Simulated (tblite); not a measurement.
Record of a relaxation.

C₇H₁₀P (charge -1).
Bonds: C1–C2, C2–C3, C3–C4 (aromatic), C4–C5 (aromatic), C5–P6 (aromatic), P6–C7 (aromatic), C7–C8, C3–C7 (aromatic). Hydrogens: H9, H10, H11 on C1; H12, H13 on C2; H14 on C4; H15 on C5; H16, H17, H18 on C8.
Bond orders are those of one Lewis drawing.

Computed with GFN2-xTB (tblite), gas phase: L-BFGS steps from a force-field or distance-geometry start until the largest atomic force falls under 0.01 eV/Å. 6 of its 131 geometries are shown.

Step 0: E = -619.3339 eV, largest atomic force 3.288 eV/Å
```
atom  x, y, z in Å  |  force x, y, z in eV/Å
C1     -1.474   -1.557   -0.636   -0.748  -0.231  -0.185
C2     -0.757   -0.986    0.566    0.332  -0.289   0.766
C3     -0.091    0.329    0.284   -2.175   1.215   0.264
C4     -0.955    1.547    0.289    0.267  -2.527   0.311
C5     -0.385    2.732    0.060    2.985  -0.371  -0.577
P6      1.419    2.379   -0.239   -1.033  -0.599   0.292
C7      1.216    0.522    0.021   -0.003   3.264  -0.393
C8      2.368   -0.410   -0.077   -0.229  -0.482  -0.158
H9     -2.280   -0.890   -0.965    0.232  -0.052   0.060
H10    -0.800   -1.708   -1.470    0.171   0.047  -0.080
H11    -1.935   -2.523   -0.388    0.058   0.059  -0.058
H12    -1.460   -0.882    1.412   -0.043   0.107  -0.273
H13    -0.014   -1.720    0.923    0.003   0.111  -0.197
H14    -2.010    1.446    0.502   -0.290  -0.200   0.073
H15    -0.851    3.716    0.026    0.283  -0.372  -0.003
H16     2.049   -1.457    0.037   -0.039   0.142  -0.041
H17     2.851   -0.317   -1.054    0.041   0.036   0.107
H18     3.101   -0.213    0.698    0.191   0.142   0.092
```

Step 26: E = -619.9834 eV, largest atomic force 0.045 eV/Å
```
atom  x, y, z in Å  |  force x, y, z in eV/Å
C1     -1.462   -1.577   -0.636   -0.002   0.001  -0.009
C2     -0.738   -1.013    0.590   -0.005  -0.011   0.007
C3     -0.159    0.347    0.316   -0.011   0.006   0.007
C4     -0.963    1.501    0.320    0.000   0.014   0.003
C5     -0.266    2.648    0.032    0.004  -0.003  -0.007
P6      1.427    2.350   -0.262   -0.019   0.040  -0.007
C7      1.163    0.631    0.012   -0.010  -0.009   0.000
C8      2.287   -0.364   -0.076    0.016  -0.011  -0.008
H9     -2.239   -0.886   -0.957   -0.006   0.009   0.001
H10    -0.763   -1.702   -1.460    0.014  -0.003  -0.001
H11    -1.925   -2.543   -0.418    0.017  -0.005  -0.006
H12    -1.455   -0.945    1.417   -0.005   0.020   0.000
H13     0.044   -1.714    0.895    0.004  -0.016   0.018
H14    -2.028    1.484    0.533    0.014  -0.012   0.007
H15    -0.697    3.641   -0.012    0.008  -0.006   0.000
H16     1.931   -1.390    0.029   -0.007   0.014  -0.009
H17     2.800   -0.279   -1.036    0.000  -0.011  -0.017
H18     3.033   -0.181    0.703   -0.011  -0.017   0.020
```

Step 52: E = -619.9965 eV, largest atomic force 0.118 eV/Å
```
atom  x, y, z in Å  |  force x, y, z in eV/Å
C1     -1.328   -1.585   -0.629    0.018  -0.011   0.021
C2     -0.770   -0.981    0.664   -0.004  -0.016  -0.003
C3     -0.184    0.373    0.380   -0.017   0.048  -0.012
C4     -0.966    1.540    0.402    0.007   0.076  -0.020
C5     -0.274    2.661    0.009    0.050  -0.011   0.024
P6      1.387    2.316   -0.404   -0.041   0.035   0.014
C7      1.114    0.616   -0.040   -0.046  -0.038   0.001
C8      2.202   -0.415   -0.148    0.075  -0.044   0.011
H9     -2.132   -0.954   -1.007    0.021  -0.046  -0.010
H10    -0.541   -1.613   -1.382   -0.057  -0.036   0.017
H11    -1.712   -2.598   -0.479   -0.001   0.035   0.006
H12    -1.581   -0.885    1.397    0.040  -0.020  -0.034
H13    -0.017   -1.654    1.087   -0.014   0.002  -0.001
H14    -2.011    1.550    0.699    0.032   0.000  -0.012
H15    -0.680    3.664   -0.036   -0.017  -0.035   0.005
H16     1.803   -1.429   -0.260    0.005   0.118  -0.001
H17     2.840   -0.203   -1.009   -0.011  -0.009   0.037
H18     2.842   -0.399    0.743   -0.041  -0.049  -0.043
```

Step 78: E = -620.0268 eV, largest atomic force 0.053 eV/Å
```
atom  x, y, z in Å  |  force x, y, z in eV/Å
C1     -1.261   -1.696   -0.576    0.010   0.030   0.010
C2     -0.775   -0.932    0.661   -0.008   0.003   0.018
C3     -0.214    0.422    0.326   -0.015  -0.014  -0.013
C4     -0.964    1.606    0.403    0.007  -0.013  -0.014
C5     -0.240    2.725    0.062   -0.006  -0.016  -0.012
P6      1.405    2.352   -0.385   -0.014   0.020  -0.001
C7      1.088    0.649   -0.092   -0.015  -0.009   0.006
C8      2.134   -0.419   -0.234    0.025  -0.013   0.008
H9     -2.040   -1.130   -1.084   -0.002   0.003   0.025
H10    -0.443   -1.838   -1.279    0.005   0.001   0.006
H11    -1.661   -2.679   -0.308    0.005   0.037   0.006
H12    -1.620   -0.808    1.349   -0.013  -0.017   0.005
H13    -0.015   -1.530    1.178   -0.013  -0.038  -0.034
H14    -2.009    1.630    0.703    0.035   0.013   0.008
H15    -0.624    3.738    0.067   -0.008  -0.013  -0.018
H16     1.751   -1.292   -0.771    0.018   0.035  -0.005
H17     2.995   -0.031   -0.779   -0.003  -0.001   0.024
H18     2.483   -0.762    0.748   -0.008  -0.008  -0.019
```

Step 104: E = -620.0389 eV, largest atomic force 0.020 eV/Å
```
atom  x, y, z in Å  |  force x, y, z in eV/Å
C1     -1.278   -1.680   -0.544   -0.002   0.004  -0.008
C2     -0.759   -0.938    0.691   -0.002   0.012  -0.005
C3     -0.202    0.413    0.340   -0.006   0.004   0.014
C4     -0.964    1.590    0.395    0.002   0.005   0.003
C5     -0.259    2.708    0.014    0.008  -0.001   0.006
P6      1.389    2.346   -0.427   -0.004   0.005  -0.002
C7      1.096    0.647   -0.088   -0.008  -0.005   0.004
C8      2.149   -0.412   -0.245    0.002   0.012  -0.008
H9     -2.034   -1.079   -1.047   -0.008   0.002   0.004
H10    -0.466   -1.854   -1.246    0.007   0.004  -0.006
H11    -1.719   -2.643   -0.276    0.001  -0.007   0.005
H12    -1.588   -0.814    1.398    0.009  -0.006   0.009
H13     0.007   -1.552    1.178   -0.006  -0.003  -0.003
H14    -2.001    1.616    0.716    0.008  -0.011  -0.014
H15    -0.658    3.714   -0.010   -0.002  -0.004  -0.004
H16     1.895   -1.118   -1.042   -0.010  -0.015  -0.008
H17     3.103    0.048   -0.496    0.018   0.005  -0.003
H18     2.278   -0.988    0.677   -0.006  -0.001   0.017
```

Step 130: E = -620.0409 eV, largest atomic force 0.008 eV/Å
```
atom  x, y, z in Å  |  force x, y, z in eV/Å
C1     -1.333   -1.643   -0.558    0.002   0.002   0.002
C2     -0.736   -0.959    0.675    0.001   0.001   0.002
C3     -0.186    0.399    0.340   -0.003   0.000  -0.006
C4     -0.964    1.567    0.372   -0.001   0.000   0.004
C5     -0.266    2.691   -0.004    0.003  -0.001  -0.003
P6      1.393    2.345   -0.417    0.002   0.003  -0.001
C7      1.115    0.645   -0.071   -0.001   0.000   0.002
C8      2.181   -0.405   -0.198    0.003   0.002  -0.003
H9     -2.121   -1.023   -0.981   -0.005  -0.006   0.001
H10    -0.566   -1.776   -1.319    0.003   0.003   0.000
H11    -1.751   -2.622   -0.310   -0.001   0.002   0.001
H12    -1.520   -0.859    1.435    0.004  -0.002  -0.003
H13     0.051   -1.596    1.090   -0.004  -0.001   0.002
H14    -2.008    1.580    0.671   -0.003  -0.002  -0.003
H15    -0.678    3.691   -0.045    0.002   0.001   0.002
H16     1.904   -1.173   -0.927   -0.002  -0.001   0.002
H17     3.115    0.051   -0.524    0.002   0.003   0.000
H18     2.362   -0.906    0.759   -0.002  -0.003   0.001
```

**Question.** Summarise the path.

**Answer.** The energy falls by 16.30 kcal/mol from step 0 to step 130; nine tenths of that is first reached at step 8. It rises by more than 0.2 meV at step 63. The largest force goes from 3.288 to 0.008 eV/Å. Among the bonds P6–C7 changes most, from 1.886 to 1.757 Å; the atoms move by 0.412 Å rms after alignment.
